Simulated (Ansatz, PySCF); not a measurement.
System: C4H4N, charge 0, multiplicity 2. It need not be the lowest isomer of its formula. 
Geometry from a B3LYP-D3(BJ)/def2-TZVP (Ansatz, a first-principles code) optimisation:
```
C
C 1 1.3049
C 2 1.3377 1 159.55
N 3 1.1726 1 173.86 2 180.00
H 1 1.0896 2 118.60 3 -180.00
C 1 1.5045 5 116.18 2 180.00
H 6 1.0880 1 111.65 5 -180.00
H 6 1.0930 7 109.02 1 -121.62
H 6 1.0930 7 109.02 8 -116.75
```
Charge 0, spin multiplicity 2.

Property: atomisation energy (electronic, to ground-state atoms), in kJ/mol. Valence correlation only, unless marked. Open shells are spin-unrestricted. Spin-orbit coupling is left out. Non-relativistic unless marked X2C. The coupled-cluster limit lacks core correlation, which all-electron functionals hold. CBS(X,Y): correlation extrapolated as X^-3; Hartree-Fock from the larger set. The bracket is a focal-point correction in the basis named.

| level | program | atomisation energy (kJ/mol) |
|---|---|---|
| HF/6-31G* | Ansatz | 2820.3 |
| HF/def2-TZVPD | PySCF | 2834.0 |
| PBE-D4/def2-TZVPD | Ansatz + dftd4 | 4152.6 |
| revPBE/def2-TZVPD | Ansatz | 3988.0 |

**Question.** What does RI-MP2/CBS(cc-pVTZ,cc-pVQZ)+[CCSD(T)-MP2]/cc-pVTZ (Ansatz) give?

**Answer.** 3932.0 kJ/mol, so revPBE/def2-TZVPD differs from it by 56.0 kJ/mol.
